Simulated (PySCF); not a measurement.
Species: C₂H₄ClNSi.
Atom-mapped SMILES: `[N:1]#[C:2][SiH2:3][CH2:4][Cl:5]` (hydrogens: H6, H7 on Si3; H8, H9 on C4)

Method used: PySCF 2.14.0, PBE0-D3(BJ)/def2-SVP geometry optimisation, gas phase.

(1) What internal coordinates does the optimisation give?

## Answers

(1) 
```tsv
bond	length (pm)
N1≡C2	115.9
C2–Si3	185.7
Si3–C4	188.4
C4–Cl5	178.6
Si3–H6, Si3–H7	148.8
C4–H8, C4–H9	110.0
```

Bonds in one row agree within 1 pm and their mean is given. A selection of angles:
```tsv
angle	degrees
N1–C2–Si3	178.8
C2–Si3–C4	107.8
C2–Si3–H6	107.3
C4–Si3–H6	110.9
H6–Si3–H7	111.4
Si3–C4–Cl5	109.4
Si3–C4–H8	111.5
Cl5–C4–H8	108.4
H8–C4–H9	108.0
```

Dihedral angles: C2–Si3–C4–Cl5 -62° (synclinal). The mirror-image conformer, all signs reversed, is as good.

Si3 (SiH2 silicon) is tetrahedral (angles from 107.3° to 111.4°). The C–Si distances run from 1.857 Å (C2–Si3, drawn single) to 1.884 Å (Si3–C4, drawn single), a spread of 0.027 Å.

Point group: C1 (no symmetry element, even within 0.4 Å). No PBE0-D3(BJ)/def2-SVP frequencies stand behind this structure, so it isn't proved a minimum. One conformer, not necessarily the lowest.
